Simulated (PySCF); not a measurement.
PySCF input for AlClH₅NO₂Si, SMILES [Al]([OH])([OH])[NH][SiH2]Cl, PBE/pcSseg-1. Geometry optimised at PBE0-D3(BJ)/def2-SVP. The structure was generated by enumeration; whether it is a known compound was not checked. One conformer was computed; it need not be the lowest.

```python
import numpy as np
from pyscf import gto, scf, dft
from pyscf.prop.nmr import rks as nmr

mol = gto.M(
    atom='''
    Si    1.47151423    0.46927832   -0.38546152
    Cl    2.40309645   -0.48011729    1.21704909
    N     0.03691147   -0.32315920   -0.88842499
    Al   -1.64110861   -0.00567341   -0.35057194
    O    -2.83654465   -1.04858313   -0.94121297
    O    -2.03117081    1.27519685    0.68604191
    H     1.09935297    1.83026832    0.09414406
    H     2.48574147    0.52942920   -1.47218136
    H     0.17347674   -1.15069353   -1.46601036
    H    -3.76678107   -0.99423811   -0.71992990
    H    -1.42787350    1.90029033    1.08838261
    ''',
    basis='pcSseg-1',
    charge=0,
    spin=0,
    max_memory=1600,
    verbose=3,
)
mf = dft.RKS(mol, xc='pbe')
mf.grids.level = 3
mf.conv_tol = 1e-10
mf.max_cycle = 100
mf.kernel()
n = nmr.NMR(mf)
n.verbose = 2
n.max_cycle_cphf = 60
sigma = n.kernel()
print('atom   isotropic/ppm   span/ppm')
for i, s in enumerate(sigma):
    w = np.linalg.eigvalsh((s + s.T) / 2)
    print(f'{mol.atom_symbol(i):2s}{i + 1:3d} {w.mean():14.3f} {w[2] - w[0]:11.3f}')
```

Output:

```
converged SCF energy = -1199.80816585755
atom   isotropic/ppm   span/ppm
Si  1        354.280     100.522
Cl  2        843.974     328.158
N   3        221.562      42.389
Al  4        441.121      90.464
O   5        322.405      62.604
O   6        314.442      58.524
H   7         25.992       8.487
H   8         25.647      10.500
H   9         30.134      16.553
H  10         29.887      22.848
H  11         29.777      20.755
```

The calculation finished and met its thresholds.
